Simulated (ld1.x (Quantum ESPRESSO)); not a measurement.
# Transferability test, TM potential for Se

* Element: Se
* Generator: ld1.x (Quantum ESPRESSO) 7.5
* Type: norm-conserving Troullier–Martins (Kleinman–Bylander form)
* Functional: LDA (PZ)
* Relativity: scalar-relativistic
* Frozen core: [Ar] 3d10
* Valence charge: 6
* Reference configuration: 4s2 4p3.5 (charge +0.5)
* Partial waves: 4s (bound): rc 1.25 bohr; 4p (bound): rc 1.55 bohr
* Local potential: the p channel
* Core correction: none

Energies are relative to the spin-unpolarised reference configuration 4s2 4p3.5; without spin polarisation the order of configurations can differ from experiment. Spin-polarised rows fill each open shell by Hund’s rule, majority spin first.

```
     valence configuration  charge  ΔE all-electron (eV)  error AE − PS (meV)
                   4s2 4p4       0                -4.387                 +1.3
                   4s2 4p2      +2                27.180                  +10
                 4s2 4p4.3    -0.3                -6.024                 +2.4
                   4s1 4p5       0                 6.551                 +4.6
                   4s2 4p1      +3                58.336                  +54
4s2 4p3.5 (spin-polarised)    +0.5                -1.024                 +151
  4s2 4p4 (spin-polarised)       0                -4.981                  +84
```

Task: What are ΔE and the potential's error for 4s2 4p3?

Result: ΔE = 6.621 eV all-electron; the error (AE − PS) is 0.0 meV.

Task: What are ΔE and the potential's error for 4s2 4p0?

Result: ΔE = 100.908 eV all-electron; the error (AE − PS) is +178 meV.

Levels in the configuration 4s1 4p5:

```tsv
level	all-electron (eV)	pseudo (eV)
4s	-18.318	-18.309
4p	-7.268	-7.268
```
